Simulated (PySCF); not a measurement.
# Ionisation energy of Ge+ by level of theory

Ge+ [Ar] 3d10 4s2 4p1 (2P) → Ge(2+) [Ar] 3d10 4s2 (1S), as a difference of total energies. Computed with PySCF 2.14 in cc-pVTZ-DK, with the spin-free X2C one-electron Hamiltonian (Gaussian nucleus). Correlated levels: valence: [Ar] 3d10 frozen. The calculations carry no spin-orbit coupling.

```tsv
method	ionisation energy (eV)	error (eV)
UHF	15.246	-0.543
B3LYP	15.845	+0.056
PBE	15.760	-0.029
MP2 (valence)	15.483	-0.306
SCS-MP2 (valence)	15.470	-0.319
CCSD (valence)	15.555	-0.234
CCSD(T) (valence)	15.576	-0.213
```

Reference: 15.789 eV (measured; NIST levels, between the centres of gravity of the two terms).

Errors of the correlated levels include the incompleteness of this basis and the frozen core.
